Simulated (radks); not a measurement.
Values are calculated unless marked as measured or tabulated.
Numerical settings for the fluorine ion F+, [He] 2s2 2p4. Code: a radial shooting solver on a logarithmic mesh with Libxc functionals. Model: non-relativistic Kohn-Sham, BLYP, spin-polarised, spherical densities, point nucleus; open shells are filled with parallel spins first. The defaults (mesh step 0.008 in ln r, mesh end at 40 bohr or more with all orbitals vanishing there, Anderson mixing 0.5 over 9 steps, residual threshold near 1e-9 with the energy settled to 1e-9 hartree or 1e-11 of itself, here a cap of 67 iterations) give E = -99.1017 hartree and 2p at -26.021 eV in 14 iterations. Run on one thread of a shared host, so times are rough (Arm Neoverse N1): 0.11 s of CPU time, 0.11 s wall, 14 iterations on 2476 mesh points. Changes against that run (0 stands for a change within the tolerance of the run):

setting                    iterations  converged  E (mhartree)  e(2p) (meV)  CPU (s)
mesh step in ln r 0.2              67         no     -5.54e+05            -     0.21
mesh step in ln r 0.005            14        yes             0            0     0.16
mesh step in ln r 0.05             14        yes             0            0     0.03
mesh end (bohr) 12                 14        yes             0            0      0.1
mesh end (bohr) 8                  14        yes     +0.000122      +0.0169      0.1
residual threshold 1e-05            9        yes             0      +0.0889     0.08
residual threshold 1e-16           67         no             0            0     0.38
mixing 2.5                         14        yes             0            0     0.11
linear mixing, mixing 1            67         no             0            0     0.41
linear mixing, mixing 0.8          26        yes             0            0     0.17
mixing history 2                   22        yes             0            0     0.15
iteration cap 5                     5         no       +0.0982         +200     0.04

No run marked as converged misses the energy by more than 1 mhartree. A mesh that ends early acts as a hard wall.
